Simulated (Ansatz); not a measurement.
# B2NH2OF (SMILES OB1NB1F): the energy to break a bond

The species is B2NH2OF (7 atoms), meant as a singlet with charge 0. SMILES: `OB1NB1F`. The shape was relaxed beforehand at PBE0/def2-SVP. This is one conformer, not always the lowest.

```xyz
7

O    -1.2817    0.1744    1.3139
B    -0.3832    0.1472    0.3120
N     0.6330   -0.7687   -0.0949
B     0.5859    0.3437   -0.9550
F     1.2521    0.7247   -2.0292
H    -1.8280    0.9660    1.2877
H     1.0831   -1.6553    0.1200
```

Wanted: the dissociation energy of the F5–B4 bond into doublet F and doublet B2NH2O (shapes relaxed at PBE0/def2-SVP, no zero-point term). 1 Eh = 2625.50 kJ/mol = 27.2114 eV. Totals in Eh; open shells run unrestricted unless said.

| level | program | B2NH2OF | doublet F | doublet B2NH2O |
| --- | --- | --- | --- | --- |
| BLYP/def2-SVP | Ansatz | -280.571881 | -99.628412 | -180.676328 |
| wB97M-V/def2-SVP | Ansatz | -280.548495 | -99.614309 | -180.663556 |
| B2PLYP/def2-SVP, 5 core orbitals frozen | Ansatz | -280.382827 | -99.572184 | -180.549372 |

**Question.** Work out the dissociation energy at each level.

**Answer.** 
1. BLYP/def2-SVP: (-99.628412) + (-180.676328) − (-280.571881) = 0.267141 Eh = 701.4 kJ/mol = 7.27 eV.
2. wB97M-V/def2-SVP: (-99.614309) + (-180.663556) − (-280.548495) = 0.270630 Eh = 710.5 kJ/mol = 7.36 eV.
3. B2PLYP/def2-SVP: (-99.572184) + (-180.549372) − (-280.382827) = 0.261271 Eh = 686.0 kJ/mol = 7.11 eV.

The levels span 686 to 711 kJ/mol; no measured value is set beside them. A bond enthalpy at 298 K also holds the loss of zero-point energy and thermal terms.
